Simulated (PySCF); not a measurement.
# Basis and Hamiltonian dependence of the excitation energy of Hg

Hg [Xe] 4f14 5d10 6s2 (1S) → Hg [Xe] 4f14 5d10 6s1 6p1 (3P). Calculated with PySCF 2.14 from differences of total energies of unrestricted determinants, without spin-orbit coupling. Values in eV.

```tsv
basis	Hamiltonian	functions	UHF	LDA	PBE0	MP2 (valence)	CCSD(T) (valence)	CCSD(T) (valence and next inner shell)
aug-cc-pVDZ-PP with ECP60MDF	ECP	54	3.700	5.621	5.048	5.333	5.129	n/a
def2-TZVPPD with the def2 core potential (60 electrons)	ECP	62	3.731	5.646	5.070	5.350	5.145	5.219
aug-cc-pwCVDZ-PP with ECP60MDF	ECP	70	3.692	5.611	5.036	5.341	5.122	5.202
aug-cc-pVTZ-PP with ECP60MDF	ECP	88	3.685	5.610	5.033	5.362	5.132	n/a
x2c-TZVPPall	spin-free X2C	97	3.685	5.588	5.020	5.258	5.086	5.147
x2c-TZVPPall with one added diffuse shell each of s, p, d, f type	spin-free X2C	113	3.674	5.574	5.006	5.290	5.098	n/a
aug-cc-pwCVTZ-PP with ECP60MDF	ECP	122	3.682	5.608	5.031	5.363	n/a	n/a
```

Frozen in the all-electron rows: valence: [Xe] 4f14; valence and next inner shell: [Kr] 4d10 4f14; with a core potential, the same shells as far as they lie outside it.
